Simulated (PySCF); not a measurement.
**Titanium: a sound run and one with changed settings**

Sound run: Ti⁺ [Ar] 3d2 4s1, Ti²⁺ [Ar] 3d2. Computed with PySCF 2.14 in cc-pVDZ (6s5p3d1f, 43 functions), with no relativity, point nucleus. In the sound run the correlated levels freeze [Ar]. The sound run starts from symmetry-adapted Hartree-Fock orbitals and uses a fine grid where one is needed.

Changed run: initial guess sap, at most 50 SCF cycles.

```csv
species,method,sound run (hartree),changed run (hartree),converged
Ti⁺,UHF,-848.20662,-848.17944,yes
Ti⁺,PBE,-848.87138,-848.86886,no
Ti⁺,MN15,-849.07369,-849.09769,yes
Ti²⁺,UHF,-847.73378,-847.68525,yes
Ti²⁺,PBE,-848.36070,-848.36070,yes
Ti²⁺,MN15,-848.58497,-848.57919,yes
Ti²⁺,MP2,-847.73645,-847.69100,yes
```

The plain start fixes occupations by D2h representation alone, and Ti⁺ at UHF, Ti⁺ at MN15, Ti²⁺ at UHF, Ti²⁺ at MN15 landed in another state (other ⟨L²⟩ or ⟨S²⟩).
